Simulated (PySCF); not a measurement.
## Calculated properties of `c1(F)c(F)c(F)cc(c1)F`

C6H2F4.
Atom-mapped SMILES: `[F:1][c:2]1[cH:3][c:4]([F:5])[c:6]([F:7])[c:8]([F:9])[cH:10]1` (hydrogens: H11 on C3; H12 on C10)

Cartesian coordinates in Å at the GFN2-xTB level; atoms count from 1:
```
atom  x, y, z in Å
F1    -0.606    2.657    0.032
C2    -0.308    1.353    0.015
C3     1.022    0.971    0.020
C4     1.316   -0.381    0.002
F5     2.592   -0.773    0.007
C6     0.305   -1.338   -0.021
F7     0.601   -2.641   -0.041
C8    -1.021   -0.913   -0.023
F9    -2.002   -1.819   -0.043
C10   -1.341    0.433   -0.005
H11    1.813    1.702    0.037
H12   -2.371    0.749   -0.006
```

Some functional groups and rings: benzene ring and C–F bond.

**GFN2-xTB geometry**

```
Point group of the GFN2-xTB geometry                  : C2v
Rotational constants A, B, C of the GFN2-xTB geometry : 1.744, 1.246, 0.727 GHz
```

**PBE0/pcSseg-1 ground state and GIAO shieldings, non-relativistic (PySCF)**

```
Dipole moment                                               : 1.40 D
HOMO energy                                                 : -7.68 eV
LUMO energy                                                 : -0.98 eV
HOMO–LUMO gap                                               : 6.70 eV
Lowest Hirshfeld atomic charge                              : -0.09 e on C3/C10
Highest Hirshfeld atomic charge                             : +0.09 e on C2
13C chemical shifts (computed TMS as zero) by class         : 166.5 (C2), 162.2 (C4/C8), 147.0 (C6), 107.5 (C3/C10) ppm
1H chemical shifts (computed TMS as zero) by class          : 7.01 (H11/H12) ppm
Isotropic shieldings of nuclei other than C and H, by class : 288 (F1), 308 (F5/F9), 350 (F7) ppm
Mayer bond orders between heavy atoms                       : F1–C2 0.88, C2–C3 1.41, C3–C4 1.41, C4–F5 0.89, C4–C6 1.34, C6–F7 0.94, C6–C8 1.34, C8–F9 0.89, C8–C10 1.41, C10–C2 1.40
```

Monoisotopic mass from the formula: 150.0093 u.

With B = h/(8π²I), that is 505.379 GHz u Å² over I, the principal moments of inertia are 289.8, 405.5 and 695.3 u Å² (most abundant isotopes). A dipole of 1.40 D is allowed in C2v, and pure rotational transitions are dipole-allowed. The rotational constants make it an asymmetric top with κ = (2B − A − C)/(A − C) = 0.02, midway between the prolate (−1) and oblate (+1) limits. The dipole matches unit charges of opposite sign 0.29 Å apart (1 e·Å = 4.8032 D).

Geometry: GFN2-xTB; no solvent, vibrations or thermal averaging.
